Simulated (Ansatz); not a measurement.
CH5NSSi, SMILES `N[SiH2]C=S`, relaxed with RKS PBE0-D4/def2-TZVP in Ansatz from a PBE-D4/def2-SVP geometry. The force threshold is 0.005 eV/Å; the program also tests the step.

Charge 0, multiplicity 1.

Start:

```xyz
9

N     0.201    1.452    0.370
Si    0.392    0.055   -0.632
C    -0.354   -1.393    0.353
S    -1.211   -1.184    1.730
H    -0.468    1.309    1.138
H     0.141    2.394   -0.020
H    -0.322    0.076   -1.969
H     1.831   -0.282   -0.931
H    -0.210   -2.427   -0.038
```

Question: How much energy does the relaxation release, and in how many steps? (An estimate is asked.)

Answer: Ansatz gave: 5.34 kJ/mol, in 8 steps, 2 of them rejected.

Question: Which bonds change most? (Estimate.)

Answer: The calculation gave: N1–Si2 from 1.730 to 1.700 Å; C3–S4 from 1.636 to 1.612 Å; Si2–H7 from 1.516 to 1.494 Å; Si2–C3 from 1.904 to 1.883 Å.

Question: Give the relaxed structure. (Best estimate.)

Answer: Ansatz gave: 
```xyz
9

N     0.138    1.438    0.329
Si    0.367    0.048   -0.622
C    -0.354   -1.397    0.347
S    -1.165   -1.229    1.731
H    -0.473    1.361    1.129
H     0.223    2.378   -0.016
H    -0.315    0.059   -1.950
H     1.801   -0.254   -0.889
H    -0.221   -2.404   -0.059
```
